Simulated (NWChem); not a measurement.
System: C₄H₅FO; SMILES C=COC(=C)F

Here is an NWChem input.

```
start job
memory heap 200 mb stack 900 mb global 1100 mb
geometry units angstroms noautosym nocenter noautoz
  C      0.452162     1.874863    -0.575875
  C     -0.508147     1.449971     0.240092
  O     -0.809363     0.143334     0.585600
  C     -0.018779    -0.868182     0.156530
  C     -0.452385    -1.926833    -0.515065
  F      1.261200    -0.738597     0.547029
  H      1.158442     1.211639    -1.061204
  H      0.545578     2.938265    -0.763849
  H     -1.209305     2.109356     0.738910
  H      0.221513    -2.742764    -0.741054
  H     -1.487230    -1.983268    -0.824540
end
basis spherical
  * library sto-3g
end
dft
  xc hfexch
  iterations 150
end
property
  shielding
  efieldgrad
end
task dft property
```

Output (shortened):

```
             Northwest Computational Chemistry Package (NWChem) 7.3.0
             --------------------------------------------------------

                             Geometry "geometry" -> ""
                             -------------------------

 Output coordinates in angstroms (scale by  1.889725989 to convert to a.u.)

  No.       Tag          Charge          X              Y              Z
 ---- ---------------- ---------- -------------- -------------- --------------
    1 C                    6.0000     0.45216200     1.87486300    -0.57587500
    2 C                    6.0000    -0.50814700     1.44997100     0.24009200
    3 O                    8.0000    -0.80936300     0.14333400     0.58560000
    4 C                    6.0000    -0.01877900    -0.86818200     0.15653000
    5 C                    6.0000    -0.45238500    -1.92683300    -0.51506500
    6 F                    9.0000     1.26120000    -0.73859700     0.54702900
    7 H                    1.0000     1.15844200     1.21163900    -1.06120400
    8 H                    1.0000     0.54557800     2.93826500    -0.76384900
    9 H                    1.0000    -1.20930500     2.10935600     0.73891000
   10 H                    1.0000     0.22151300    -2.74276400    -0.74105400
   11 H                    1.0000    -1.48723000    -1.98326800    -0.82454000

 Effective nuclear repulsion energy (a.u.)     229.5260186895

  xc_inp: hfexch multiplicative factor not found.
                              NWChem Property Module
                              ----------------------

  itol2e modified to match energy
  convergence criterion.

                                 NWChem DFT Module
                                 -----------------

 Summary of "ao basis" -> "ao basis" (spherical)
 ------------------------------------------------------------------------------
       Tag                 Description            Shells   Functions and Types
 ---------------- ------------------------------  ------  ---------------------
 C                           sto-3g                  3        5   2s1p
 O                           sto-3g                  3        5   2s1p
 F                           sto-3g                  3        5   2s1p
 H                           sto-3g                  1        1   1s

  itol2e modified to match energy
  convergence criterion.

[...]

          -----------------------------------------
          Chemical Shielding Tensors (GIAO, in ppm)
          -----------------------------------------

                                NWChem CPHF Module
                                ------------------

  scftype          =     RHF
  nclosed          =       23
  nopen            =        0
  variables        =      276
  # of vectors     =        3
  tolerance        = 0.10D-03
  level shift      = 0.00D+00
  max iterations   =       50
  max subspace     =       30

 SCF residual:    1.5712620840063591E-004

Iterative solution of linear equations
  No. of variables      276
  No. of equations        3
  Maximum subspace       30
        Iterations       50
       Convergence  1.0D-04

   iter   nsub   residual    time
   ----  ------  --------  ---------
     1      3    1.53D+00       2.5
     2      6    1.95D-01       2.6
     3      9    2.29D-02       2.7
     4     12    4.14D-03       2.9
     5     15    1.46D-03       3.0
     6     18    2.17D-04       3.1
     7     21    3.41D-05       3.3

      Atom:    1  C
        Diamagnetic
    253.7015      2.1023    -12.1577
      2.1023    259.8008     -4.3551
    -12.1577     -4.3551    248.9337

        Paramagnetic
    -73.6403     32.6342     45.1109
     32.6342   -203.4652     -7.2407
     45.1109     -7.2407    -45.8523

        Total Shielding Tensor
    180.0612     34.7364     32.9533
     34.7364     56.3356    -11.5958
     32.9533    -11.5958    203.0814

           isotropic =     146.4927
          anisotropy =     121.0855

          Principal Components and Axis System
                 1           2           3
              227.2164    167.5188     44.7430

      1         0.6052      0.7469     -0.2756
      2         0.0692      0.2955      0.9528
      3         0.7931     -0.5957      0.1271

      Atom:    2  C
        Diamagnetic
    253.1897      1.2276    -10.8341
      1.2276    264.9892     -3.8268
    -10.8341     -3.8268    248.2560

        Paramagnetic
   -115.5778     41.9424     42.0582
     41.9424   -223.1271    -17.3731
     42.0582    -17.3731    -88.1879

        Total Shielding Tensor
    137.6119     43.1700     31.2241
     43.1700     41.8622    -21.1999
     31.2241    -21.1999    160.0681

           isotropic =     113.1807
          anisotropy =     104.0476

          Principal Components and Axis System
                 1           2           3
              182.5458    138.6665     18.3299

      1         0.6136      0.6910     -0.3822
      2         0.0698      0.4346      0.8979
      3         0.7865     -0.5776      0.2185

      Atom:    3  O
        Diamagnetic
    369.9982     -7.8682    -10.0319
     -7.8682    403.5818      0.6599
    -10.0319      0.6599    360.0234

        Paramagnetic
    -75.0083     40.0188     23.6405
     40.0188   -126.9538    -41.7057
     23.6405    -41.7057     -2.5353

        Total Shielding Tensor
    294.9899     32.1506     13.6086
     32.1506    276.6281    -41.0457
     13.6086    -41.0457    357.4881

           isotropic =     309.7020
          anisotropy =      97.4550

          Principal Components and Axis System
                 1           2           3
              374.6720    316.3922    238.0418

      1         0.0020      0.8525     -0.5227
      2        -0.3856      0.4829      0.7862
      3         0.9227      0.2000      0.3297

      Atom:    4  C
        Diamagnetic
    261.7598     -2.2422      3.2154
     -2.2422    266.2026      9.3253
      3.2154      9.3253    247.7761

[...]
```

Level: Hartree-Fock/STO-3G, GIAO. STO-3G and 3-21G are far too small for this property and stand as cheap habits. Geometry: optimised at B3LYP/6-31G* (spherical d). NWChem prints the field gradient with the sign opposite to the second derivative of the potential. The printed shielding anisotropy is the first printed principal value minus the mean of the other two.
